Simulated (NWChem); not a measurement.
The numbers come from NWChem runs, not from measurements. System: C$_{2}$H$_{6}$Mg, charge 0, spin multiplicity 1, at a geometry optimised with PBE/def2-SVP. The structure started from a generated list of species. Level: PBE/def2-SVP.

NWChem printed:

```
             Northwest Computational Chemistry Package (NWChem) 7.3.0
             --------------------------------------------------------

                                NWChem Input Module
                                -------------------

 Scaling coordinates for geometry "geometry" by  1.889725989
 (inverse scale =  0.529177249)

                             Geometry "geometry" -> ""
                             -------------------------

 Output coordinates in angstroms (scale by  1.889725989 to convert to a.u.)

  No.       Tag          Charge          X              Y              Z
 ---- ---------------- ---------- -------------- -------------- --------------
    1 Mg                  12.0000     0.00000000     0.00000000     0.00032000
    2 C                    6.0000    -0.27380300    -2.09229900    -0.00014200
    3 H                    1.0000     0.01333700    -2.55149900    -0.97122500
    4 H                    1.0000    -1.33300200    -2.37464100     0.18646000
    5 H                    1.0000     0.33417100    -2.59456700     0.78369500
    6 C                    6.0000     0.27380300     2.09229900    -0.00014200
    7 H                    1.0000     1.33300200     2.37464100     0.18646000
    8 H                    1.0000    -0.33417100     2.59456700     0.78369500
    9 H                    1.0000    -0.01333700     2.55149900    -0.97122500

 Effective nuclear repulsion energy (a.u.)      78.4090148780

            Nuclear Dipole moment (a.u.)
            ----------------------------
        X                 Y               Z
 ---------------- ---------------- ----------------
     0.0000000000     0.0000000000    -0.0000075589


 Summary of "ao basis" -> "" (spherical)
 ------------------------------------------------------------------------------
       Tag                 Description            Shells   Functions and Types
 ---------------- ------------------------------  ------  ---------------------
 *                          def2-svp                  on all atoms

  pbe96 is a nonlocal functional; adding pw91lda local functional.

                                 NWChem DFT Module
                                 -----------------

 Summary of "ao basis" -> "ao basis" (spherical)
 ------------------------------------------------------------------------------
       Tag                 Description            Shells   Functions and Types
 ---------------- ------------------------------  ------  ---------------------
[...]
    25      0.114536  2 C  px                54     -0.114094  6 C  px

 Vector   14  Occ=2.000000D+00  E=-2.359443D-01
              MO Center=  2.3D-05,  1.8D-04,  8.4D-05, r^2= 4.2D+00
   Bfn.  Coefficient  Atom+Function         Bfn.  Coefficient  Atom+Function
  ----- ------------  ---------------      ----- ------------  ---------------
     3      0.513452  1 Mg s                 23      0.291034  2 C  py
    52     -0.291074  6 C  py                 2      0.283120  1 Mg s
    26      0.174749  2 C  py                55     -0.174775  6 C  py
     4      0.083292  1 Mg s                 21      0.082802  2 C  s
    50      0.082822  6 C  s                 33     -0.070675  3 H  s

 Vector   15  Occ=2.000000D+00  E=-1.936049D-01
              MO Center= -2.1D-05, -1.6D-04, -1.2D-05, r^2= 4.6D+00
   Bfn.  Coefficient  Atom+Function         Bfn.  Coefficient  Atom+Function
  ----- ------------  ---------------      ----- ------------  ---------------
    23      0.349141  2 C  py                52      0.349117  6 C  py
    26      0.244718  2 C  py                55      0.244702  6 C  py
    21      0.217495  2 C  s                 50     -0.217488  6 C  s
     9     -0.165951  1 Mg py                 6     -0.159781  1 Mg py
    12     -0.127471  1 Mg py                20      0.090056  2 C  s

 Vector   16  Occ=0.000000D+00  E=-3.685611D-02
              MO Center=  1.4D-06,  8.5D-06,  1.8D-03, r^2= 7.5D+00
   Bfn.  Coefficient  Atom+Function         Bfn.  Coefficient  Atom+Function
  ----- ------------  ---------------      ----- ------------  ---------------
     4      1.100455  1 Mg s                 21     -0.616060  2 C  s
    50     -0.616069  6 C  s                 26     -0.208966  2 C  py
    55      0.208963  6 C  py                 3      0.198047  1 Mg s
    20     -0.168589  2 C  s                 49     -0.168592  6 C  s
    23     -0.157937  2 C  py                52      0.157934  6 C  py

 Vector   17  Occ=0.000000D+00  E=-1.576538D-02
              MO Center=  1.3D-06,  4.3D-06,  2.7D-02, r^2= 5.4D+00
   Bfn.  Coefficient  Atom+Function         Bfn.  Coefficient  Atom+Function
  ----- ------------  ---------------      ----- ------------  ---------------
    13      0.899168  1 Mg pz                10      0.253591  1 Mg pz
     7      0.168474  1 Mg pz                34      0.158517  3 H  s
    73      0.158516  9 H  s                 44     -0.128189  5 H  s
    68     -0.128190  8 H  s                 33      0.096029  3 H  s
    72      0.096029  9 H  s                 43     -0.077464  5 H  s

 Vector   18  Occ=0.000000D+00  E=-1.574965D-02
              MO Center= -3.4D-07,  4.6D-06, -2.8D-02, r^2= 5.4D+00
   Bfn.  Coefficient  Atom+Function         Bfn.  Coefficient  Atom+Function
  ----- ------------  ---------------      ----- ------------  ---------------
    11      0.891710  1 Mg px                 8      0.251445  1 Mg px
     5      0.167051  1 Mg px                39      0.165418  4 H  s
    63     -0.165418  7 H  s                 12     -0.116369  1 Mg py
    44     -0.109235  5 H  s                 68      0.109234  8 H  s
    38      0.100137  4 H  s                 62     -0.100137  7 H  s

 center of mass
 --------------
 x =   0.00000000 y =   0.00000000 z =   0.00007381

 moments of inertia (a.u.)
 ------------------
         522.559930000812         -65.397573609911          -0.000000000000
         -65.397573609911          31.481236165692           0.000000000000
          -0.000000000000           0.000000000000         531.119450530959

     Multipole analysis of the density
     ---------------------------------

     L   x y z        total         alpha         beta         nuclear
     -   - - -        -----         -----         ----         -------
     0   0 0 0     -0.000000    -15.000000    -15.000000     30.000000

     1   1 0 0     -0.000006     -0.000003     -0.000003      0.000000
     1   0 1 0     -0.000041     -0.000021     -0.000021      0.000000
     1   0 0 1      0.000276      0.000142      0.000142     -0.000008

     2   2 0 0    -17.814264    -17.258248    -17.258248     16.702232
     2   1 1 0     -0.956313    -20.838970    -20.838970     40.721627
     2   1 0 1     -0.000000     -0.000000     -0.000000      0.000000
     2   0 2 0    -25.007929   -173.727289   -173.727289    322.446649
     2   0 1 1     -0.000000     -0.000000     -0.000000      0.000000
     2   0 0 2    -17.688760    -14.530314    -14.530314     11.371868

 Task  times  cpu:        3.3s     wall:        3.3s

 Total times  cpu:        3.3s     wall:        3.3s
```

Write an NWChem input that would produce this output.

One answer among several that fit: 
```
start mol
memory heap 200 mb stack 900 mb global 1100 mb
geometry units angstroms nocenter noautoz noautosym
  Mg     0.000000     0.000000     0.000320
  C     -0.273803    -2.092299    -0.000142
  H      0.013337    -2.551499    -0.971225
  H     -1.333002    -2.374641     0.186460
  H      0.334171    -2.594567     0.783695
  C      0.273803     2.092299    -0.000142
  H      1.333002     2.374641     0.186460
  H     -0.334171     2.594567     0.783695
  H     -0.013337     2.551499    -0.971225
end
basis spherical
  * library def2-svp
end
dft
  xc xpbe96 cpbe96
  semidirect memsize 60000000 filesize 0
  iterations 100
end
task dft energy
```
